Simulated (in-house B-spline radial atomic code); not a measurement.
## I6+: [Kr] 4d10 5s1

Method: Dirac-Kohn-Sham CAM-B3LYP, spherical fractional occupations, exact exchange averaged over the configuration, Fermi nucleus of rms radius 4.75 fm. Calculated with an all-electron radial atomic-structure program (B-spline basis).

Effective charges: Z_r = [3n² - l(l+1)]/(2<r>) from the radius, Z_e = n√(-2ε) from the energy, and Slater's rules. Values are occupation-weighted means over j. An effective charge above Z reflects the relativistic contraction of the inner shells.

```
shell  electrons   ε (eV)  <r> (bohr)    Z_r    Z_e  Slater
   1s          2   -33118     0.02722  55.10  49.34   52.70
   2s          2  -5200.6      0.1167  51.41  39.10   48.85
   2p          6  -4682.8      0.1023  48.90  37.10   48.85
   3s          2  -1119.8      0.3135  43.06  27.22   41.75
   3p          6  -950.16      0.3115  40.13  25.07   41.75
   3d         10  -692.19      0.2884  36.41  21.40   31.85
   4s          2  -263.03      0.7384  32.50  17.59   25.25
   4p          6  -209.01      0.7882  29.18  15.68   25.25
   4d         10   -128.5      0.9019  23.28  12.29   13.85
   5s          1  -84.973       1.706  21.98  12.50    9.70
```

The least bound orbital is 5s1/2 at -84.97 eV, and it is also the most diffuse (<r> = 1.706 bohr).

Spin-orbit splittings of the orbital energies (j = l + 1/2 above j = l - 1/2 when positive): 2p 299.1 eV, 3p 56.59 eV, 3d 11.87 eV, 4p 11.16 eV, 4d 1.791 eV.

For the 1s electron the small component carries 3.81 % of the norm, the zero-frequency Breit interaction raises the level by 81.77 eV, self-energy by 46.88 eV, and vacuum polarisation lowers it by 6.469 eV.
